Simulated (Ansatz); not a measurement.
C2H8B2, SMILES `BCBC`, relaxed with RKS PBE-D4/def2-SVP in Ansatz from a rough embedded geometry. The force threshold is 0.03 eV/Å; the program also tests the step.

Charge 0, multiplicity 1.

Start:

```xyz
12

B    -0.299    1.735    0.033
C     0.532    0.664    0.785
B     0.680   -0.589   -0.136
C    -0.551   -1.555   -0.586
H    -1.455    1.595   -0.245
H     0.175    2.867   -0.168
H     1.545    1.055    0.997
H     0.024    0.366    1.681
H     1.813   -0.899   -0.557
H    -1.282   -0.943   -1.079
H    -0.984   -1.909    0.431
H    -0.198   -2.387   -1.158
```

Problem. By how much does the energy fall, and how many steps does the optimiser take? (Best estimate.)

Solution. The calculation gave: 36.51 kJ/mol, in 15 steps, 2 of them rejected.

Problem. Which bonds change most? (An estimate is asked.)

Solution. Computed: B3–C4 from 1.628 to 1.565 Å; C4–H11 from 1.161 to 1.116 Å; C4–H12 from 1.070 to 1.112 Å; C2–H8 from 1.072 to 1.112 Å.

Problem. Give the relaxed structure. (Estimate.)

Solution. The calculation gave: 
```xyz
12

B    -0.155    1.802   -0.111
C     0.393    0.714    0.860
B     0.630   -0.550   -0.057
C    -0.508   -1.552   -0.444
H    -1.328    1.801   -0.442
H     0.582    2.640   -0.598
H     1.335    1.025    1.353
H    -0.413    0.439    1.576
H     1.756   -0.754   -0.487
H    -1.528   -1.279   -0.110
H    -0.248   -2.542    0.001
H    -0.515   -1.744   -1.540
```
